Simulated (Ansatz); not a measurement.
Reactions of BF$_{2}$HSe, SMILES `FB(F)[SeH]`.

Computed with Ansatz on PBE0-D4/def2-TZVP structures; ΔE is electronic, products minus reactants. CBS: MP2 limit from def2 TZ/QZ plus the TZ coupled-cluster correction, frozen cores. This one scheme is used for every species. Elements past krypton have def2 core potentials. For Hf, Se outer-core shells are correlated without core-valence functions, which leaves a few kJ/mol of doubt a bond. Scalar relativity is left out up to krypton. Each species was taken in one conformer, which may not be the lowest.

Task: Order these by ΔE at CCSD(T)/CBS, lowest first. (An estimate is asked.)
A. `FB(F)[SeH]` + `[F][Hf]([F])([F])[SeH]` → `[F][Hf]([F])([SeH])[SeH]` + `FB(F)F`
B. `FB(F)[SeH]` + CH₄ → `CB(F)[SeH]` + H–F
C. `FB(F)[SeH]` + HCl → `FB(Cl)[SeH]` + H–F
D. `FB(F)[SeH]` + H–F → `FB(F)F` + H₂Se
E. `FB(F)[SeH]` + `FB[SiH3]` → `FB([SiH3])[SeH]` + `FBF`
F. `FB(F)[SeH]` + SiH₄ → `FB([SiH3])[SeH]` + H–F
G. `FB(F)[SeH]` + `COC=N` → `N=COC[SeH]` + `FBF`
H. `FB(F)[SeH]` + `c1ccccc1` → `FB(F)c1ccccc1` + H₂Se

Result: D (-19.6 kcal/mol), E (-8.2 kcal/mol), A (-2.5 kcal/mol), H (+6.4 kcal/mol), C (+13.2 kcal/mol), G (+26.8 kcal/mol), B (+31.1 kcal/mol), F (+36.9 kcal/mol).

Largest T1 diagnostic: 0.015, for `[F][Hf]([F])([F])[SeH]`.
